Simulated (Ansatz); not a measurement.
`CO[SiH](F)[SiH3]` and `C=C[SiH](F)OC` differ in one atom or group.

Ansatz, PBE0-D4/def2-TZVP geometries, multiplicity 1. Each molecule was computed in one conformer, which needn't be the lowest.

```tsv
property	`CO[SiH](F)[SiH3]`
HOMO–LUMO gap (B3LYP/def2-TZVPP) / eV	7.77
size of the dipole moment (ωB97M-V/def2-TZVPP) / D	1.48
HOMO energy (PBE/def2-TZVPP) / eV	-6.98
HOMO energy (ωB97M-V/def2-TZVPP) / eV	-10.32
size of the dipole moment (PBE/def2-TZVPP) / D	1.42
HOMO energy (B3LYP/def2-TZVPP) / eV	-8.04
```

(1) Give the same properties after the change, and the shifts. (Estimate.)

Results:

(1) Ansatz gave: 
```json
{"property": "HOMO–LUMO gap (B3LYP/def2-TZVPP) / eV", "`C=C[SiH](F)OC`": "7.00", "shift": "-0.77"}
{"property": "size of the dipole moment (ωB97M-V/def2-TZVPP) / D", "`C=C[SiH](F)OC`": "2.03", "shift": "0.55"}
{"property": "HOMO energy (PBE/def2-TZVPP) / eV", "`C=C[SiH](F)OC`": "-6.89", "shift": "0.09"}
{"property": "HOMO energy (ωB97M-V/def2-TZVPP) / eV", "`C=C[SiH](F)OC`": "-10.53", "shift": "-0.21"}
{"property": "size of the dipole moment (PBE/def2-TZVPP) / D", "`C=C[SiH](F)OC`": "1.94", "shift": "0.52"}
{"property": "HOMO energy (B3LYP/def2-TZVPP) / eV", "`C=C[SiH](F)OC`": "-8.04", "shift": "0.00"}
```

Dipoles are sizes alone; their direction can turn.

B3LYP here is the variant with VWN-RPA as its local correlation; programs differ in this.
